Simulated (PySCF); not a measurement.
A structure optimised at r2SCAN-D4/def2-SVP, used in a PySCF frequency run:

```
N
C 1 1.4426
H 2 1.1023 1 110.10
H 2 1.1023 3 108.03 1 120.26
H 2 1.1160 3 107.98 4 116.55
C 1 1.4769 2 116.82 3 -59.17
H 6 1.1042 1 113.69 2 79.23
H 6 1.1175 7 108.02 1 126.17
C 1 1.4769 2 116.82 3 178.18
H 9 1.1042 1 113.69 2 -79.23
H 9 1.1175 10 108.02 1 -126.17
Si 9 1.8965 10 122.65 11 -133.23
O 12 1.6648 9 117.02 10 -23.51
H 13 0.9652 12 115.22 9 -43.19
H 12 1.4866 13 104.51 14 -180.00
```
Charge 0, spin multiplicity 1.

Problem. Write its SMILES, formula and point group.

Solution. CN1C[SiH](O)C1, C3H9NOSi, Cs

Problem. What are its rotational constants (standard atomic weights)?

Solution. 6.4952, 1.8469, 1.7504 GHz
